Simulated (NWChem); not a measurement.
System: SiH3SeF; SMILES F[SiH2][SeH]

NWChem input:

```
start job
memory heap 200 mb stack 900 mb global 1100 mb
geometry units angstroms noautoz
  Si     0.651893     1.143367     0.103319
  F     -0.754544     1.781853    -0.367286
  Se     0.518522    -1.099032     0.507554
  H      1.039080     1.740221     1.402230
  H      1.636368     1.416354    -0.969378
  H      0.474949    -1.462213    -0.928408
end
basis spherical
  Si library def2-svpd
  F library def2-svpd
  Se library def2-svpd
  H library def2-svpd
end
dft
  xc pbe0
  iterations 150
  mulliken
end
task dft energy
```

Coordinates come from a B3LYP/6-31G* (spherical d) optimisation.

### Question
Predict the main results of this run. (PBE0/def2-SVPD.) Quantities: basis functions; energy (Ha); highest occupied level (eV); orbital gap (eV); dipole (D).

### Answer
```yaml
number_of_basis_functions: 112
energy (Ha): -2791.81
highest occupied level (eV): -7.52
orbital gap (eV): 7.07
dipole (D): 1.24
```
